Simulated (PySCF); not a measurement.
# ISeN, singlet: data card

All numbers come from PBE0/[Se def2-TZVP, N def2-TZVP, I def2-TZVP with ECP28], scalar-relativistic core potentials, density fitting, no spin–orbit coupling, PySCF.

The structure is a minimum.

Coordinates in bohr (charge 0 multiplicity 1):
```
Se   -2.2784    0.0000   -1.6405
N    -4.8427    0.0000   -0.0188
I     1.9698    0.0000    1.0354
```

- Point group: Cs
- Bond lengths: Se–I 2.657 Å, Se–N 1.606 Å
- Bond angles: I–Se–N 115.5°
- Lowest empty level: -4.01 eV
- Principal polarisabilities: 40.3, 50.4, 112.3 bohr³
- Zero-point energy: 9.0 kJ/mol
- Entropy at 298.15 K and 1 bar: 306.2 J/(mol K)
- Enthalpy at 298.15 K above 0 K: 12.91 kJ/mol
- Highest occupied level: -7.64 eV
- Rotational symmetry number: 1
- Heat capacity Cp at 298.15 K: 49.8 J/(mol K)
- Atomisation energy without zero-point energy: 504 kJ/mol
- Dipole moment: 2.16 D
- Principal quadrupole moments (Buckingham, traceless) about the centre of mass: -8.97, 2.57, 6.41 D Å
- Rotational constants: 0.7455, 0.03997, 0.03794 cm⁻¹

Harmonic modes (masses in u: Se 79.917, N 14.003, I 126.904):
```tsv
symmetry	ω (cm⁻¹)	IR (km/mol)	type
a'	171	6.1	mixed
a'	236	33.1	bend
a'	1097	61.5	stretch
```

Charges (e):
```json
{"atom": "Se1", "Mulliken": "0.48", "Löwdin": "0.45", "polar tensor": "0.76", "Mayer order to Se1": "–"}
{"atom": "N2", "Mulliken": "-0.29", "Löwdin": "-0.36", "polar tensor": "-0.31", "Mayer order to Se1": "2.36"}
{"atom": "I3", "Mulliken": "-0.19", "Löwdin": "-0.09", "polar tensor": "-0.45", "Mayer order to Se1": "0.90"}
```
Other Mayer orders above 0.3: N–I 0.32.

Mulliken populations on Se1: s 7.89, p 15.32, d 10.28, f 0.03.

Outer orbital energies (eV). occupied: -19.71, -17.04, -11.50, -10.97, -10.78, -7.88, -7.82, -7.64; empty: -4.01, -2.84, 0.36, 3.65.

Counting electrons, selenium keeps 2 of its valence electrons outside its bonds, so the VSEPR class is AX2E1 and the expected shape is bent; with unlike ligands the computed point group is Cs.

Other isomers or separated fragments may lie lower.

The final relaxation and frequency run took about 2.5 core-minutes on a shared host.
